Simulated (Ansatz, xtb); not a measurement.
C5H3ClO3: which of two isomers lies lower

We compare a, `CC1=C(Cl)C(=O)OC1=O`, a singlet, with b, `O=C1C=C(CCl)C(=O)O1`, a singlet. Both are isolated molecules in the gas phase, relaxed with B3LYP-D3(BJ)/def2-SVP, each in the lowest conformer that the search found.

Quicker runs give these differences E(b) − E(a): GFN2-xTB +0.307 eV; HF/STO-3G +0.047 eV (at GFN2-xTB geometries); r2SCAN-D4/def2-SVP +0.214 eV (at GFN2-xTB geometries).

Task: Estimate E(b) − E(a) at the level CCSD(T)/def2-SVP + ΔMP2/def2-TZVPP.

Result: Calculated at CCSD(T)/def2-SVP + ΔMP2/def2-TZVPP: E(b) − E(a) = +0.111 eV, so structure a lies lower.

Level by level:

```csv
level,geometry,E(b) − E(a) (eV),departure from the last row (eV),"job, with rough time for the two"
GFN2-xTB,GFN2-xTB,+0.307,+0.196,"optimisation, 0.15 s"
HF/STO-3G,GFN2-xTB,+0.047,−0.064,"single point, 0.48 s"
r2SCAN-D4/def2-SVP,GFN2-xTB,+0.214,+0.103,"single point, 4.1 s"
B3LYP-D3(BJ)/def2-SVP,B3LYP-D3(BJ)/def2-SVP,+0.165,+0.054,"optimisation, 34 s"
HF/def2-SVP,B3LYP-D3(BJ)/def2-SVP,+0.007,−0.104,part of the CCSD(T) run
MP2/def2-SVP,B3LYP-D3(BJ)/def2-SVP,+0.207,+0.096,part of the CCSD(T) run
CCSD(T)/def2-SVP,B3LYP-D3(BJ)/def2-SVP,+0.160,+0.049,single point
CCSD(T)/def2-SVP + ΔMP2/def2-TZVPP,B3LYP-D3(BJ)/def2-SVP,+0.111,,"single point, 1.7 min"
```

As drawn, both hold the same kinds of bond in the same numbers. Structure a has 1 methyl group, b 0.

HF/def2-SVP finds them nearly level. The largest departure from CCSD(T)/def2-SVP + ΔMP2/def2-TZVPP is that of GFN2-xTB, 0.196 eV. The last row adds to CCSD(T) the change of the MP2 difference between the two basis sets, here −0.049 eV.

With thermal terms from frequencies at re-optimised GFN2-xTB minima (ideal gas, soft modes damped towards free rotors, one conformer each, 298.15 K, 1 atm): the zero-point term adds +0.001 eV; ΔH is +0.099 and ΔG +0.121 eV.

The correlated steps freeze 13 core orbitals. Run with Ansatz 0.2.0, xtb 6.7.1; the last row on 4 threads of Arm Neoverse V1 on a shared host.
